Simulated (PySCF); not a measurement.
Harmonic spectrum computed at PBE0 in the def2-SVPD basis family (core potentials from Rb on, PySCF, no spin–orbit coupling):

```tsv
ω (cm⁻¹)	IR (km/mol)
89	9.7
310	52.5
323	11.7
```

Q: Which molecule gave it? In each, all ligands are bound to the one heavy central atom.
A. TcS₂⁻ (quintet)
B. AuS₂⁻ (triplet)
C. OsS₂⁻ (doublet)
D. IrS₂⁻ (singlet)
E. PbS₂⁻ (doublet)

A: E. It has C2v symmetry with Pb–S 2.436 Å (×2).
